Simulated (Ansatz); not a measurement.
This geometry of C3H7BN2 (13 atoms, charge 0, multiplicity 1) is a first-order saddle point.

Level of theory: RKS r2SCANh-D4/def2-SVP in Ansatz 0.2.0.

```xyz
13
Properties=species:S:1:pos:R:3
C -0.201 0.004 1.961
B 0.340 0.476 0.587
C -0.172 -0.175 -0.791
N 1.000 -0.747 -1.453
C -0.732 0.924 -1.570
N -1.204 1.811 -2.151
H -1.107 0.633 2.093
H -0.555 -1.036 1.993
H 0.445 0.221 2.820
H 1.131 1.379 0.477
H -1.005 -0.891 -0.627
H 0.764 -1.070 -2.389
H 1.316 -1.564 -0.936
```

Question: Which two structures does it join? (They come from a converged band through this point; their orientation in space is the band's.)

Answer: Bonds formed: B2–N4. The height of N4 over the plane of its neighbours goes from -0.36 to -0.28 Å.

First end point:

```xyz
13
Properties=species:S:1:pos:R:3
C -0.425 0.359 1.840
B 0.369 -0.351 0.719
C -0.028 -0.265 -0.812
N 1.072 -0.402 -1.744
C -0.833 0.919 -1.110
N -1.480 1.855 -1.336
H -1.435 0.691 1.563
H -0.437 -0.177 2.798
H 0.158 1.285 2.023
H 1.333 -1.043 0.964
H -0.759 -1.122 -0.816
H 0.754 -0.686 -2.666
H 1.732 -1.097 -1.408
```

Last end point:

```xyz
13
Properties=species:S:1:pos:R:3
C 0.074 -0.151 1.839
B 0.274 0.478 0.399
C -0.650 -0.035 -0.812
N 0.756 -0.550 -0.746
C -0.938 0.754 -1.971
N -1.159 1.414 -2.901
H -0.624 0.466 2.425
H -0.345 -1.171 1.821
H 1.015 -0.187 2.409
H 0.790 1.559 0.238
H -1.383 -0.825 -0.622
H 1.369 -0.239 -1.494
H 0.840 -1.548 -0.569
```

Question: How far does it lie above each of them?

Answer: 0.168 eV above the first and 0.753 eV above the second. This is the barrier of this one path; another mechanism may lie lower.

The run took 9.9 min on 2 threads of Intel(R) Xeon(R) Platinum 8175M CPU @ 2.50GHz (Skylake/Cascade Lake), on a shared host, peak memory 0.34 GiB.
